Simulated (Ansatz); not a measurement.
C₂H₈AlFSi, relaxed with RKS PBE-D4/def2-SVP in the Gaussian-basis code of Ansatz from a rough embedded geometry. The force threshold is 0.03 eV/Å; the program also tests the step.

The species carries charge 0 and has multiplicity 1. The bonds changed during the relaxation, so this is another structure than the one it started from.

Start:

```xyz
13

F     1.792   -0.869    1.396
C     0.780   -0.754    0.562
Al   -0.862   -1.188    1.625
C     0.747    0.649   -0.105
Si   -0.363    0.821   -1.535
H     0.922   -1.513   -0.256
H    -2.232   -1.447    0.742
H    -1.097   -0.449    2.943
H     1.790    0.875   -0.367
H     0.446    1.374    0.739
H    -0.266    2.143   -2.068
H    -1.760    0.519   -1.156
H     0.101   -0.162   -2.519
```

Problem. How much energy does the relaxation release, and in how many steps? (Estimate.)

Solution. Ansatz gave: 99.65 kJ/mol, in 27 steps, 1 of them rejected.

Problem. Which bonds change most? (An estimate is asked.)

Solution. The calculation gave: F1–Al3 from 2.683 to 1.915 Å; C4–Si5 from 1.818 to 1.918 Å; C2–C4 from 1.554 to 1.477 Å; Si5–H11 from 1.429 to 1.503 Å.

Problem. Give the relaxed structure. (Estimate.)

Solution. Computed: 
```xyz
13

F     1.105   -1.126    1.703
C     0.357   -0.756    0.249
Al   -0.803   -1.277    1.773
C     0.738    0.621   -0.130
Si   -0.259    1.104   -1.696
H     0.808   -1.535   -0.395
H    -1.254   -2.802    1.922
H    -1.421   -0.067    2.617
H     1.817    0.752   -0.370
H     0.441    1.367    0.639
H     0.206    2.464   -2.132
H    -1.727    1.140   -1.382
H    -0.010    0.115   -2.801
```
